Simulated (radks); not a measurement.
The numbers below are computed, except where a source is named.
Neutral vanadium inside a hard spherical wall (all orbitals vanish at R), configuration held at [Ar] 3d3 4s2 and not refilled when levels cross. Level of theory: scalar-relativistic Kohn-Sham, PBE, spin-polarised, spherical densities, point nucleus; open shells are filled with parallel spins first (a radial shooting solver on a logarithmic mesh with Libxc functionals). Eigenvalues in eV for spin up, with the zero of energy where the potential of the charges vanishes at infinity; a dash marks a level that is unbound or too diffuse for the functional's potential to be trusted. A positive occupied level is held by the wall or, in an anion where self-interaction has pushed it up, behind a barrier. The pressure on the wall is -dE/dV.

R (bohr)  E (hartree)  kinetic (hartree)    e(3s)    e(3p)   e(3d)   e(4s)  e(4p, empty)  e(5s, empty)  pressure (GPa)
free       -949.07138            957.872  -71.154  -44.960  -6.003  -4.976        -1.570             -               0
12         -949.07130            957.873  -71.144  -44.950  -5.994  -4.969        -1.539         0.802         0.00147
10         -949.07064            957.879  -71.093  -44.899  -5.945  -4.929        -1.435         1.788          0.0188
7          -949.05305            957.987  -70.428  -44.235  -5.316  -4.347        -0.391         7.241           0.927
6          -949.01837            958.155  -69.609  -43.423  -4.555  -3.520         0.894        12.471            3.69
4          -948.57363            959.770  -64.353  -38.276   0.414   4.016        11.032        46.008            88.2
3          -947.21783            964.095  -56.071  -30.192   9.131  22.564        33.298        107.84             702
2          -938.77134            989.725  -28.078   -1.050  42.689  113.32        129.95        336.39           12300
